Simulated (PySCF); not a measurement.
This PySCF input asks for the NMR shieldings of SMILES C(=C)(C)C[Si@H](C)C(C)C, C8H18Si; the geometry comes from GFN2-xTB.

```python
import basis_set_exchange as bse
import numpy as np
from pyscf import gto, dft
from pyscf.prop import nmr

atoms = """
C     2.223247    1.575699    0.741122
C     2.182130    0.414187    0.105971
C     2.974637   -0.769459    0.568956
C     1.327832    0.185262   -1.097379
Si   -0.272707   -0.792773   -0.699911
C    -1.322365   -0.905352   -2.283092
C    -1.231094    0.075103    0.713368
C    -1.691534    1.477150    0.318214
C    -2.428592   -0.754463    1.170725
H     2.827998    1.724514    1.619845
H     1.656544    2.428988    0.408373
H     3.628886   -1.120834   -0.228429
H     3.582140   -0.519627    1.435051
H     2.305250   -1.587286    0.831869
H     1.058857    1.142737   -1.543716
H     1.893678   -0.370010   -1.845862
H     0.065567   -2.162518   -0.262971
H    -1.576915    0.077265   -2.669661
H    -0.792286   -1.437963   -3.066580
H    -2.249856   -1.437695   -2.097781
H    -0.552893    0.179723    1.567285
H    -0.846440    2.094197    0.023713
H    -2.191985    1.965746    1.153684
H    -2.392185    1.429998   -0.513023
H    -2.925488   -0.280796    2.016670
H    -3.153907   -0.853303    0.365823
H    -2.118415   -1.752068    1.472816
"""
names = dict.fromkeys(["C", "Si", "H"], "pcSseg-1")
basis = {el: gto.basis.parse(bse.get_basis(n, elements=[el], fmt="nwchem")) for el, n in names.items()}
mol = gto.M(atom=atoms, basis=basis, charge=0, verbose=0)
mf = dft.RKS(mol, xc="PBE0")
mf.grids.level = 2
mf.grids.alignment = dft.numint.BLKSIZE   # the property module wants whole blocks of grid points
mf.conv_tol = 1e-9
mf.kernel()

calc = nmr.RKS(mf)   # GIAO
C = mf.mo_coeff
Co = C[:, mf.mo_occ > 0]
resp = mf.gen_response(singlet=True, hermi=2)
def vind(x):   # induced exchange potential for any number of trial vectors
    d = np.einsum("pi,xij,qj->xpq", C, 2 * x.reshape(-1, C.shape[1], Co.shape[1]), Co, optimize=True)
    return np.einsum("xpq,pi,qj->xij", resp(d - d.transpose(0, 2, 1)), C, Co, optimize=True).ravel()
mo1, _ = nmr.rhf.solve_mo1(calc, with_cphf=vind)
sigma = calc.kernel(mo1)
for i, s in enumerate(sigma):   # ppm
    print("%2d %-2s %9.2f" % (i, mol.atom_pure_symbol(i), np.trace(s) / 3))
```

Q: What does it print?

A: 
```
 0 C      73.09
 1 C      35.06
 2 C     159.87
 3 C     158.62
 4 Si    362.05
 5 C     196.36
 6 C     173.09
 7 C     168.57
 8 C     166.68
 9 H      26.76
10 H      26.80
11 H      30.03
12 H      29.91
13 H      29.67
14 H      29.77
15 H      30.20
16 H      27.37
17 H      31.76
18 H      31.78
19 H      31.67
20 H      30.60
21 H      30.46
22 H      30.63
23 H      31.12
24 H      30.52
25 H      30.95
26 H      30.57
```

These numbers come from an equivalent density-fitted implementation of the same equations, which agrees with the script to about 0.01 ppm for H and up to a few tenths of a ppm for heavy atoms, so last digits may differ.

Size and cost of the density-fitted run: 250 basis functions, 2.3 min wall time on 1 thread of an Arm Neoverse N1, shared host; peak memory 1.2 GiB.
